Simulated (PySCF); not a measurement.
**Computed vibrations of [La(H2O)4]3+**

[La(H2O)4]3+ (singlet). PySCF 2.14.0, RKS PBE, La def2-SVP with ECP46, O def2-SVP, H def2-SVP; non-relativistic Hamiltonian with scalar-relativistic core potentials where named; density fitting; no spin-orbit coupling. Central differences of gradients.

```xyz
13

La    0.0000    0.0000    0.0000
O     1.4023    1.4165    1.4165
H     1.7741    1.2178    2.3148
H     1.7741    2.3148    1.2178
O    -1.4023   -1.4165    1.4165
H    -1.7741   -1.2178    2.3148
H    -1.7741   -2.3148    1.2178
O     1.4023   -1.4165   -1.4165
H     1.7741   -2.3148   -1.2178
H     1.7741   -1.2178   -2.3148
O    -1.4023    1.4165   -1.4165
H    -1.7741    2.3148   -1.2178
H    -1.7741    1.2178   -2.3148
```

Run from Python with OMP_NUM_THREADS=2. Where DIIS fails, smearing, a level shift and second-order steps follow.
It took 78 s on 2 threads of Arm Neoverse V1, on a shared host.

Question: What are the harmonic wavenumbers and infrared intensities?

Answer: Modes are labelled in D2d; negative numbers are unstable modes, those under 60 cm⁻¹ near the noise; a finer grid moves soft modes by up to 10 cm⁻¹.
```json
{"cm⁻¹": "-148", "km/mol": "–", "symmetry": "a2"}
{"cm⁻¹": "-89", "km/mol": "–", "symmetry": "e"}
{"cm⁻¹": "-89", "km/mol": "–", "symmetry": "e"}
{"cm⁻¹": "-23", "km/mol": "–", "symmetry": "b1"}
{"cm⁻¹": "41", "km/mol": "5.4", "symmetry": "b2"}
{"cm⁻¹": "53", "km/mol": "0.0", "symmetry": "a1"}
{"cm⁻¹": "70", "km/mol": "0.0", "symmetry": "b1"}
{"cm⁻¹": "70", "km/mol": "5.4", "symmetry": "e"}
{"cm⁻¹": "70", "km/mol": "5.4", "symmetry": "e"}
{"cm⁻¹": "358", "km/mol": "0.0", "symmetry": "a1"}
{"cm⁻¹": "362", "km/mol": "15.4", "symmetry": "e"}
{"cm⁻¹": "362", "km/mol": "15.4", "symmetry": "e"}
{"cm⁻¹": "367", "km/mol": "10.1", "symmetry": "b2"}
{"cm⁻¹": "540", "km/mol": "0.0", "symmetry": "a2"}
{"cm⁻¹": "559", "km/mol": "3.1", "symmetry": "e"}
{"cm⁻¹": "559", "km/mol": "3.1", "symmetry": "e"}
{"cm⁻¹": "569", "km/mol": "0.0", "symmetry": "b1"}
{"cm⁻¹": "588", "km/mol": "394.0", "symmetry": "e"}
{"cm⁻¹": "588", "km/mol": "394.0", "symmetry": "e"}
{"cm⁻¹": "592", "km/mol": "0.0", "symmetry": "a1"}
{"cm⁻¹": "602", "km/mol": "868.6", "symmetry": "b2"}
{"cm⁻¹": "1621", "km/mol": "147.2", "symmetry": "b2"}
{"cm⁻¹": "1622", "km/mol": "128.2", "symmetry": "e"}
{"cm⁻¹": "1622", "km/mol": "128.2", "symmetry": "e"}
{"cm⁻¹": "1626", "km/mol": "0.0", "symmetry": "a1"}
{"cm⁻¹": "3510", "km/mol": "565.6", "symmetry": "e"}
{"cm⁻¹": "3510", "km/mol": "565.6", "symmetry": "e"}
{"cm⁻¹": "3511", "km/mol": "630.2", "symmetry": "b2"}
{"cm⁻¹": "3527", "km/mol": "0.0", "symmetry": "a1"}
{"cm⁻¹": "3552", "km/mol": "0.0", "symmetry": "a2"}
{"cm⁻¹": "3555", "km/mol": "0.0", "symmetry": "b1"}
{"cm⁻¹": "3555", "km/mol": "652.9", "symmetry": "e"}
{"cm⁻¹": "3555", "km/mol": "652.9", "symmetry": "e"}
```

Question: Is this a minimum?

Answer: No: 3 unstable (and 1 more above −25 cm⁻¹, within the noise); the lowest moves the atoms so:
```
La   0.00  0.00  0.00
O    0.00 -0.01  0.01
H   -0.29  0.13  0.15
H    0.29 -0.15 -0.13
O    0.00 -0.01 -0.01
H   -0.29  0.13 -0.15
H    0.29 -0.15  0.13
O    0.00  0.01 -0.01
H    0.29  0.15  0.13
H   -0.29 -0.13 -0.15
O    0.00  0.01  0.01
H    0.29  0.15 -0.13
H   -0.29 -0.13  0.15
```
